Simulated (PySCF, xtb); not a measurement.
C₃H₇ClOSi, SMILES C(Cl)([Si@@H](C)O)=C.

GFN2-xTB (xtb 6.7.1) at its own geometry gives an orbital gap of 4.27 eV and a dipole moment of 2.06 D.

Geometry: ωB97X-D3(BJ)/def2-SVP. The structure was generated by enumeration; whether it is a known compound was not checked. The values are those of a single conformer.

Task: What does PBE0/def2-TZVP (PySCF) give? (Estimate from the structure and the level; the computed values follow.)

Result: gap 6.90 eV (levels -7.52 and -0.62 eV), dipole 1.32 D.
